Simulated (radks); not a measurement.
Task: Radial electron density D(r) = 4 pi r^2 rho(r) of an atom or ion with 16 electrons. Calculated with a radial shooting solver on a logarithmic mesh with Libxc functionals: scalar-relativistic Kohn-Sham, r2SCAN, spin-unpolarised, spherical densities, finite nucleus; meta-GGA in the generalised Kohn-Sham scheme; Fermi nuclear charge, rms radius of each element as measured or else 0.836 A^(1/3) + 0.57 fm.

```
   r/bohr * D(r) (the largest magnitude, 95.6, reaches the edge; | marks zero)
 0.002422 |       *
 0.002731 |        *
 0.003055 |          *
 0.003444 |            *
 0.003883 |              *
 0.004378 |                *
 0.004897 |                   *
 0.005521 |                      *
 0.006225 |                         *
 0.007019 |                            *
 0.007851 |                                *
 0.008852 |                                   *
 0.009981 |                                      *
  0.01125 |                                         *
  0.01269 |                                           *
  0.01419 |                                            *
    0.016 |                                             *
  0.01804 |                                            *
  0.02034 |                                           *
  0.02275 |                                          *
  0.02565 |                                        *
  0.02892 |                                       *
  0.03261 |                                      *
  0.03648 |                                       *
  0.04113 |                                         *
  0.04637 |                                            *
  0.05228 |                                                *
  0.05848 |                                                    *
  0.06593 |                                                      *
  0.07434 |                                                      *
  0.08382 |                                                  *
  0.09375 |                                            *
   0.1057 |                                   *
   0.1192 |                           *
   0.1344 |                     *
   0.1515 |                  *
   0.1695 |                 *
   0.1911 |                  *
   0.2154 |                   *
   0.2429 |                 *
   0.2717 |              *
   0.3063 |          *
   0.3454 |      *
   0.3894 |  *
   0.4356 |*
   0.4911 *
   0.5537 *
   0.6243 *
   0.6983 *
   0.7873 *
```

What is the nuclear charge?

Result: Z = 60. The innermost maximum, from 1s, lies near gamma/Z bohr with gamma = sqrt(1 - (Z/c)^2) = 0.899, here 0.015 bohr (found: 0.0163), and its height grows with Z. The density is that of the neodymium ion Nd44+ in [Ne] 3s2 3p4; the configuration itself is not fixed sharply by these data, and Z only to a few units. D(r) has 3 maxima, at r = 0.0163, 0.0686, 0.212 bohr, and minima at 0.0324, 0.164 bohr, inside which lie 1.99, 10.50 electrons.
